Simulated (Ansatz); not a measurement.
From SiH4 to SiBr4: predicting a member

On one Si centre, n of the H ligands are replaced by Br. The atomisation energy (no zero-point term) y in kJ/mol at CCSD(T)/def2-TZVPP. Shapes, held fixed at every level: PBE0-D4/def2-TZVP. Programs: Ansatz 0.2.0.

| molecule | n | y (kJ/mol) |
| --- | --- | --- |
| SiH4 | 0 | 1336 |
| SiH3Br | 1 | ? |
| SiH2Br2 | 2 | 1331 |
| SiHBr3 | 3 | 1327 |
| SiBr4 | 4 | 1318 |

**Question.** Fit y = c + s·n to the known rows and predict SiH3Br.

**Answer.** 
1. Means of the 4 rows: n = 2.25000, y = 1328.0.
2. Σ(Δn)² = 8.75, Σ(Δn·Δy) = -37, so the slope is -37/8.75 = -4.2286.
3. Intercept: 1328.0 − (-4.2286) × 2.25000 = 1337.5. The largest residual of the fit is 2.6.
4. SiH3Br: 1337.5 + (-4.2286) × 1 = 1333 kJ/mol.

The run gave 1332 kJ/mol, so the prediction is off by +1 kJ/mol, within the scatter of the fit. The steps per swap are uneven (-4, -1, -4, -9), so a line is a poor model. The slope is only an average step. Other levels give for SiH3Br: HF/def2-TZVPP 1053; SPW92/def2-TZVPP 1489; B3LYP-D4/def2-TZVPP 1353 kJ/mol. The series runs otherwise at MP2/def2-SVP, MP2/def2-TZVPP, PBE-D4/def2-TZVPP, PBE0-D4/def2-TZVPP, SPW92/def2-TZVPP, r2SCAN-D4/def2-TZVPP. Spin-orbit coupling of the free atoms (H 0, Br 15 kJ/mol each; the atoms kept shift only the intercept) is left out. Relativity is left out for Br unless named. Correlated rows may include outer-core shells of Br, which these sets cover unevenly.
